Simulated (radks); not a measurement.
Initial-state core-level shifts of neutral hafnium when its valence configuration changes from [Xe] 4f14 5d2 6s2. All-electron calculation, scalar-relativistic Kohn-Sham, r2SCAN, spin-polarised, spherical densities, finite nucleus; open shells are filled with parallel spins first (spin-orbit coupling, left out, can overturn this in heavy ions); meta-GGA in the generalised Kohn-Sham scheme; Fermi nuclear charge, rms radius 5.347 fm. Program: a radial shooting solver on a logarithmic mesh with Libxc functionals. Shifts are changes of the shell-averaged eigenvalues in eV (positive: less bound); the change of the density at the nucleus, which sets a Mossbauer isomer shift, is in e/bohr^3, on a base of 1.282e+06.

[
 {"valence": "4f14 5d2 6s1 6p1", "1s": "-1.203", "2p": "-1.192", "4p": "-1.196", "5p": "-1.221", "density at nucleus": "-47.3"},
 {"valence": "4f14 5d1 6s2 6p1", "1s": "-3.547", "2p": "-3.623", "4p": "-3.609", "5p": "-3.411", "density at nucleus": "+22.2"},
 {"valence": "4f14 5d1 6p3", "1s": "-6.002", "2p": "-6.051", "4p": "-6.039", "5p": "-5.832", "density at nucleus": "-101.6"},
 {"valence": "4f13 5d2 6s2 6p1", "1s": "-12.083", "2p": "-12.758", "4p": "-12.987", "5p": "-6.646", "density at nucleus": "+93.1"},
 {"valence": "4f14 5d3 6s1", "1s": "+1.854", "2p": "+1.922", "4p": "+1.922", "5p": "+1.790", "density at nucleus": "-54.2"},
 {"valence": "4f14 5d1.5 6s2 6p0.5", "1s": "-1.749", "2p": "-1.785", "4p": "-1.781", "5p": "-1.695", "density at nucleus": "+10.4"},
 {"valence": "4f14 5d1 6s1 6p2", "1s": "-4.584", "2p": "-4.651", "4p": "-4.641", "5p": "-4.463", "density at nucleus": "-36.1"},
 {"valence": "4f13.5 5d2 6s2 6p0.5", "1s": "-5.860", "2p": "-6.182", "4p": "-6.319", "5p": "-3.269", "density at nucleus": "+44.8"},
 {"valence": "4f14 5d2 6s1.5 6p0.5", "1s": "-0.696", "2p": "-0.691", "4p": "-0.692", "5p": "-0.697", "density at nucleus": "-23.6"}
]
